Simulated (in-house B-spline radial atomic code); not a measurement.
**RPBE excitations of K+**

Method: RPBE. Computed with an all-electron radial atomic-structure program (B-spline basis): linear response of the closed shell [Ne] 3s2 3p6 with the functional's adiabatic kernel; non-relativistic, point nucleus, no spin-orbit coupling, no double excitations, S, P, D and F terms only. Only terms of natural parity with L up to 3 were computed.

Command:
```bash
python run_td.py task.json out
```
Settings (radii: box in bohr, nucleus in fm):
```
Z                        19
electrons                18
configuration            [Ne] 3s2 3p6
hamiltonian              nr
method                   rpbe,pbe
box_radius               41.61
intervals                55
```

Run time, properties included: 0.4 s on 1 thread of Intel(R) Xeon(R) Platinum 8375C CPU @ 2.90GHz (Ice Lake), on a shared host.

The lowest states, in the order of their Tamm-Dancoff energies; the method's threshold (minus the highest occupied level) is 24.874 eV. Labels give the largest channel, * marks a mixed state, and oscillator strengths are full-response dipole values. Semilocal kernels can invert the small singlet-triplet splittings of Rydberg terms. Energies in eV:

```tsv
state	full response	Tamm-Dancoff	oscillator strength
3p → 4s 3P	?	?	-
3p → 4s 1P	?	?	?
3p → 3d 3P	19.724	19.795	-
3p → 3d 3F	19.824	19.922	-
3p → 4p 3S	20.606	20.621	-
3p → 4p 3D	20.829	20.837	-
3p → 4p 1D	20.981	20.985	-
3p → 3d 1F	21.105	21.113	-
3p → 4p 1S	21.644	21.719	-
3p → 3d 1P	22.712	22.792	0.671
```

Q: Where does 3p → 4s 3P lie?

A: At 18.350 eV in full response, 18.361 eV in Tamm-Dancoff.

Q: Where does 3p → 4s 1P lie?

A: At 18.654 eV in full response, 18.663 eV in Tamm-Dancoff, oscillator strength 0.328.

Q: How large is the singlet-triplet splitting of 3p → 4s (P terms) in Tamm-Dancoff?

A: 0.302 eV, from the unrounded values.

Q: What polarisabilities and dispersion coefficient does the method give?

A: Dipole 5.716 bohr³, quadrupole 18.27 bohr⁵, C6 24.55 hartree·bohr⁶ for two such species.
